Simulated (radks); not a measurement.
Values are calculated unless marked as measured or tabulated.
These are the eigenvalues of the occupied orbitals of an atom or ion with whole-number occupations (hartree). Level of theory: scalar-relativistic Kohn-Sham, LDA (Slater exchange, Perdew-Wang correlation), spin-polarised, spherical densities, point nucleus (a radial shooting solver on a logarithmic mesh with Libxc functionals).

| orbital | eigenvalue |
|---|---|
| 1s up | -130.5803 |
| 1s down | -130.5570 |
| 2s up | -14.42500 |
| 2s down | -14.40075 |
| 2p up | -11.78033 |
| 2p down | -11.75042 |
| 3s up | -2.61106 |
| 3s down | -2.51261 |
| 3p up | -1.96934 |
| 3p down | -1.87564 |
| 7s up | -0.13706 |

Which element is it, and in what charge state? The configuration may be excited. Open shells, if any, are filled with parallel spins first.

Answer. Z = 19, potassium, charge +2: K2+ in [Ne] 3s2 3p4 7s1. The list shows which subshells hold electrons but not how many an open one holds; the 1s level, -130.58 hartree, gives Z - s = 16.2 by -(Z - s)^2/2, which with screening and relativity narrows Z to a few neighbours, and the depths of the outer levels then fix element, charge and occupations together.
